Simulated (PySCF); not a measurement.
## How methods differ on the ionisation energy of Zr²⁺

Zr²⁺ [Kr] 4d2 (3F) → Zr³⁺ [Kr] 4d1 (2D), as a difference of total energies. Calculation: PySCF 2.14, in aug-cc-pwCVTZ-DK (11s10p8d4f3g, 136 functions); the spin-free X2C one-electron Hamiltonian (Gaussian nucleus). Correlated levels: valence and next inner shell: [Ar] 3d10 frozen. The calculations carry no spin-orbit coupling.

```
                                method  ionisation energy (eV)
                                   UHF                  22.381
    MP2 (valence and next inner shell)                  22.967
SCS-MP2 (valence and next inner shell)                  22.871
   CCSD (valence and next inner shell)                  22.980
CCSD(T) (valence and next inner shell)                  23.004
```

Q: How much does correlation contribute at CCSD(T) (valence and next inner shell)?

A: 23.004 − (22.381) = 0.623 eV, measured against UHF.

A first-order spin-orbit estimate (lowest level to lowest level, LS coupling) adds 0.013 eV.

For comparison: 23.170 eV (semi-empirical (NIST evaluation); NIST Atomic Spectra Database, ionization energies).
